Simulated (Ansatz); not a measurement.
Reaction (cleavage of the Ge–Sn bond): `[Cl][SnH]([Cl])[GeH3]` + `CN[SiH2]O` → `C[N]([GeH3])[SiH2]O` + `[Cl][SnH2][Cl]`

Calculated with Ansatz (gas phase, PBE0-D4/def2-TZVP geometries, no zero-point term in ΔE). CBS: MP2 limit from def2 TZ/QZ plus the TZ coupled-cluster correction, frozen cores. Functionals use def2-TZVPP. Elements past krypton have def2 core potentials. For Ge, Sn outer-core shells are correlated without core-valence functions, which leaves a few kJ/mol of doubt a bond. Scalar relativity is left out up to krypton. One conformer a species, not always the lowest.

```tsv
level	ΔE (kcal/mol)
PBE0-D4	13.3
ωB97X-V	10.6
ωB97M-V	11.3
PBE	14.9
r2SCAN	12.7
MP2/def2-QZVPP	10.9
HF/CBS(def2)	10.3
CCSD/CBS(def2)	11.9
```

**Question.** What does CCSD(T)/CBS give? (Estimate.)

**Answer.** The calculation gave: +11.5 kcal/mol. The listed levels differ from it by 1.8, -0.9, -0.2, 3.4, 1.2, -0.6, -1.2, 0.4 kcal/mol.

Largest T1 diagnostic among the species: 0.012.

The D4 term adds −1.3 kcal/mol with B3LYP and −0.7 kcal/mol with PBE0; it sums over pairs of atoms, weighted by their polarisabilities, and B3LYP, whose exchange is more repulsive, gets the larger term. In def2-TZVPP, CCSD(T) changes the Hartree–Fock value by −1.1 kcal/mol (the triples alone add −0.4 kcal/mol) and MP2 by −0.8 kcal/mol.

CCSD(T)/CBS has its own doubt, a few kJ/mol and more with outer-core shells, so smaller differences from it don't rank the levels.

B3LYP here is the variant with VWN-RPA as its local correlation; programs differ in this.
